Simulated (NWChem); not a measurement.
System: tert-butyl chloride (C4H9Cl); SMILES CC(Cl)(C)C

Input file for NWChem:

```
start job
memory heap 200 mb stack 900 mb global 1100 mb
geometry units angstroms noautoz
  C     -0.305712     1.420752    -0.802521
  C      0.000000     0.000000    -0.356355
  C      1.383263    -0.445622    -0.802521
  C     -1.077551    -0.975130    -0.802521
  Cl     0.000000     0.000000     1.474679
  H     -0.317170     1.470890    -1.903695
  H     -1.287326     1.747113    -0.430143
  H      0.455614     2.121686    -0.431198
  H      2.156707     0.241301    -0.430143
  H      1.609627    -1.455416    -0.431198
  H      1.432414    -0.460768    -1.903695
  H     -1.115243    -1.010123    -1.903695
  H     -2.065240    -0.666270    -0.431198
  H     -0.869381    -1.988414    -0.430143
end
basis spherical
  * library 6-31g*
end
dft
  xc b3lyp
  iterations 150
  mulliken
end
task dft energy
```

The geometry was optimised at PBE0/def2-SVP.

Question: Give the results of this calculation. (B3LYP/6-31G* (spherical d).) Quantities: basis functions; energy (Ha); highest occupied level (eV); orbital gap (eV); dipole (D).

Answer: The number of basis functions is 92. The energy (Ha) is -618.05 and the highest occupied level (eV) is -7.79. The orbital gap (eV) is 8.55 and the dipole (D) is 2.30.
